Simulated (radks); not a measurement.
Values are calculated unless marked as measured or tabulated.
Species: Si IV. Configuration: [Ne] 3s1.

Level of theory: scalar-relativistic Kohn-Sham, PBE, spin-polarised, spherical densities, point nucleus; open shells are filled with parallel spins first (a radial shooting solver on a logarithmic mesh with Libxc functionals).

Energy parts (Ry):
part                       energy
total                  -575.47071
kinetic                 577.03438
electron-nucleus      -1344.79197
Hartree                 231.93009
exchange-correlation    -39.64321

Orbitals (lengths in bohr, moments of r in powers of bohr; r(max) is where P^2 peaks):
| orbital | occ. | eigenvalue (Ry) | r(max) | <r^2> |
|---|---|---|---|---|
| 1s up | 1 | -134.0340 | 0.07260 | 0.01667 |
| 1s down | 1 | -134.0209 | 0.07261 | 0.01667 |
| 2s up | 1 | -12.93401 | 0.4538 | 0.3831 |
| 2s down | 1 | -12.90990 | 0.4539 | 0.3819 |
| 2p up | 3 | -9.70995 | 0.3870 | 0.3602 |
| 2p down | 3 | -9.68596 | 0.3869 | 0.3580 |
| 3s up | 1 | -2.96948 | 1.629 | 3.855 |

The highest occupied level is 3s up at -40.402 eV. Summed over all electrons, <r^2> = 6.808 bohr^2, which gives a Langevin (diamagnetic) susceptibility term of -5.39 x 10^-6 cm^3/mol.
